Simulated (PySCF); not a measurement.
## Static response to an electric field

3-methylbiphenyl, C₁₃H₁₂.
Geometry (PBE0-D3(BJ)/def2-SVP, Å), atoms numbered from 1 in this order:
```xyz
25
C13H12 angstrom
C     -3.6388    0.9239    0.7295
C     -2.5445    0.1853    0.0142
C     -2.8432   -0.7201   -1.0117
C     -1.8234   -1.3890   -1.6829
C     -0.4915   -1.1687   -1.3431
C     -0.1622   -0.2705   -0.3194
C      1.2490   -0.0277    0.0563
C      1.6916    1.2578    0.4018
C      3.0185    1.4868    0.7558
C      3.9326    0.4342    0.7721
C      3.5072   -0.8488    0.4305
C      2.1800   -1.0768    0.0768
C     -1.2034    0.3935    0.3448
H     -4.5048    0.2733    0.9224
H     -3.9995    1.7738    0.1263
H     -3.2923    1.3264    1.6919
H     -3.8864   -0.9028   -1.2840
H     -2.0690   -2.0881   -2.4862
H      0.3034   -1.6805   -1.8901
H      0.9882    2.0932    0.3679
H      3.3432    2.4980    1.0127
H      4.9739    0.6134    1.0499
H      4.2133   -1.6826    0.4483
H      1.8502   -2.0900   -0.1651
H     -0.9590    1.0750    1.1643
```

Level: PBE0/def2-SVPD (PySCF), static field, nuclei fixed, core orbitals frozen in the response. The polarisability tensor in these axes (au):

```
x   218.03   1.18  18.08
y     1.18 136.07  27.19
z    18.08  27.19 111.46
```

Problem. Diagonalise the tensor; give its mean and Δα, where Δα² is half the sum of the squared differences of the eigenvalues.

Solution. Principal values 92.21, 151.94 and 221.41 au; mean 155.19 au = 23.00 Å³ = 25.59 × 10⁻⁴⁰ C²·m²/J; Δα = 112.00 au (72 % of the mean).

Problem. What is the dipole moment, and where does it point?

Solution. (-0.37, 0.19, 0.14) D, 0.44 D in size, pointing from the negative to the positive side. Measured along this direction, the outermost atoms are H23 at the negative end and H14 and H15 at the positive end.

Problem. What would n − 1 = 2πNα be for an ideal gas of these molecules at 273.15 K and 1 atm, electronic part alone?

Solution. N = p/kT = 2.6868 × 10¹⁹ cm⁻³, so n − 1 = 2π × N × 23.00 × 10⁻²⁴ cm³ = 3882 × 10⁻⁶ at long wavelengths.

Problem. Find the Langevin capture rate constant for O2+ (31.990 u) meeting this molecule (168.094 u), k = 2.342 × 10⁻⁹ cm³/s × √(α in Å³ / reduced mass in u).

Solution. The reduced mass is 26.88 u, so k = 2.17 × 10⁻⁹ cm³/s. The formula leaves out the permanent dipole, which adds to the capture rate.

Problem. What are the principal values of the traceless quadrupole moment, Θ = ½Σq(3rr − r²1), about the centre of nuclear charge?

Solution. -12.31, 4.21, 8.10 D·Å. The values depend on the origin, since the dipole doesn't vanish. The electronic extent ⟨r²⟩ about the same centre is 2878 bohr², a root-mean-square distance of 2.99 Å for the 90 electrons.

Problem. Form Σ f/ω² (atomic units) for the 10 lowest TDDFT singlets, given as eV and f, and set it beside the mean polarisability, which is this sum over all singlets: 4.92, 0.1904; 4.99, 0.2460; 5.06, 0.0143; 5.72, 0.0352; 5.87, 0.1027; 6.00, 0.0422; 6.05, 0.0237; 6.15, 0.0311; 6.30, 0.0837; 6.40, 0.0004.

Solution. They add up to 20.09 au, 12.9 % of the 155.19 au; the largest single term is 7.31 au, from the state at 4.99 eV. Terms in order: 5.83, 7.31, 0.41, 0.80, 2.21, 0.87, 0.48, 0.61, 1.56, 0.01 au. Higher excitations give the rest. The strengths listed sum to 0.770.

Problem. In a dilute gas of rigid molecules at 298 K, how does the orientational term μ²/3kT compare with the electronic polarisability?

Solution. In Gaussian units μ²/3kT = 1.55 Å³ against 23.00 Å³, a ratio of 0.07; the Debye molar polarisation (4π/3)N_A(α + μ²/3kT) is 61.9 cm³/mol, leaving out the vibrational part.

Isolated species at its PBE0-D3(BJ)/def2-SVP geometry (one conformer only).
